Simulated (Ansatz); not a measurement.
[GeBr3]- (GeBr3⁻). The state is a singlet with charge -1. Geometry relaxed at PBE0-D4/def2-SVPD.

Cartesian coordinates in Å:
```
Ge -0.640 0.277 -0.574
Br 1.452 1.601 -0.373
Br 0.376 -1.967 -0.895
Br -1.188 0.090 1.842
```

Q: Estimate the harmonic wavenumbers at RKS PBE0-D4/def2-SVPD (Ansatz, unscaled). Is this a minimum?

A: 73, 73, 98, 216, 216, 241 cm⁻¹. Yes, no mode is imaginary beyond noise. Zero-point energy 5.5 kJ/mol. Run time 2.2 min (4 threads of Arm Neoverse N1 on a shared host), peak host memory 0.65 GiB.
